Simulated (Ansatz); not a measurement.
Saddle point of GePNH8, singlet (GeNH₅ ([NH2][GeH3]) + PH₃ → GePH₅ ([PH2][GeH3]) + NH₃; bonds formed: Ge1–P7, N2–H6; bonds broken: Ge1–N2, H6–P7), PBE0-D4/def2-TZVP structure:

Ge1  (-0.790, -0.171, -1.061)
N2  (0.691, 1.018, -0.496)
H3  (-0.283, -1.575, -1.355)
H4  (-2.051, 0.115, -0.258)
H5  (-0.973, 0.539, -2.449)
H6  (0.888, 0.645, 0.515)
P7  (0.205, -0.841, 1.700)
H8  (1.513, 0.914, -1.084)
H9  (0.424, 1.998, -0.490)
H10  (-0.558, -0.658, 2.876)
H11  (0.934, -1.983, 2.102)
(Å)

Energies are electronic, without zero-point energy. Barriers and step energies count from the start structure reached by relaxing down the imaginary mode; all methods use the PBE0-D4 structures, on which another method's saddle can fall below an end. Ansatz 0.2.0; basis: def2-TZVPP, with def2-QZVPP for the basis limit; cores frozen in the correlated methods. Filled d shells of the heavier atoms are correlated. The def2 sets are not built for correlating such inner shells, so the correlated values are less sure here. B3LYP uses VWN-RPA correlation. Extrapolation: Hartree–Fock as exp(−7.88 √X), correlation as X^−2.97.

```json
{"method": "SPW92", "barrier (kcal/mol)": "26.77", "step energy (kcal/mol)": "-9.83"}
{"method": "PBE-D4", "barrier (kcal/mol)": "?", "step energy (kcal/mol)": "-10.00"}
{"method": "BLYP-D4", "barrier (kcal/mol)": "36.81", "step energy (kcal/mol)": "-8.20"}
{"method": "r2SCAN-D4", "barrier (kcal/mol)": "35.52", "step energy (kcal/mol)": "-8.91"}
{"method": "B97M-V", "barrier (kcal/mol)": "?", "step energy (kcal/mol)": "-8.70"}
{"method": "PBE0-D4", "barrier (kcal/mol)": "34.68", "step energy (kcal/mol)": "-9.69"}
{"method": "B3LYP-D4", "barrier (kcal/mol)": "38.29", "step energy (kcal/mol)": "-8.09"}
{"method": "r2SCAN0-D4", "barrier (kcal/mol)": "?", "step energy (kcal/mol)": "-8.97"}
{"method": "BHLYP-D4", "barrier (kcal/mol)": "40.75", "step energy (kcal/mol)": "-7.62"}
{"method": "CAM-B3LYP-D4", "barrier (kcal/mol)": "40.16", "step energy (kcal/mol)": "-6.80"}
{"method": "wB97X-V", "barrier (kcal/mol)": "39.95", "step energy (kcal/mol)": "-7.39"}
{"method": "wB97M-V", "barrier (kcal/mol)": "39.12", "step energy (kcal/mol)": "-8.09"}
{"method": "B2PLYP", "barrier (kcal/mol)": "40.38", "step energy (kcal/mol)": "-7.09"}
{"method": "PBE-QIDH", "barrier (kcal/mol)": "37.62", "step energy (kcal/mol)": "-8.40"}
{"method": "RPA on PBE", "barrier (kcal/mol)": "42.90", "step energy (kcal/mol)": "-6.21"}
{"method": "HF", "barrier (kcal/mol)": "49.10", "step energy (kcal/mol)": "-4.65"}
{"method": "MP2", "barrier (kcal/mol)": "39.90", "step energy (kcal/mol)": "-7.39"}
{"method": "CCSD", "barrier (kcal/mol)": "42.53", "step energy (kcal/mol)": "-6.83"}
{"method": "CCSD(T)", "barrier (kcal/mol)": "40.77", "step energy (kcal/mol)": "-7.23"}
```

Fill in the withheld barriers. (To be estimated.)

The calculation gives: B97M-V 38.93; r2SCAN0-D4 36.70; PBE-D4 32.55 kcal/mol. Each is the energy of the saddle less that of the start structure, by the same method.

For comparison, the barrier by CCSD(T) at an estimated basis limit (MP2 extrapolated from triple and quadruple zeta, plus CCSD(T) − MP2 in triple zeta) is 39.44 kcal/mol.

The T1 diagnostic stays at or below 0.012.

Labels in which every atom is bracketed show which atoms are joined, not bond orders.

For scale, one of the runs: CCSD(T)/def2-TZVPP, 233 basis functions, launched by `ansatz run in.yaml --threads 4 --pin off --events-out ev --progress --plain --max-ram 9574MiB`. The run took 3.5 min on 4 CPU threads of an AMD EPYC (shared host), with 4 GiB of host memory at its peak.
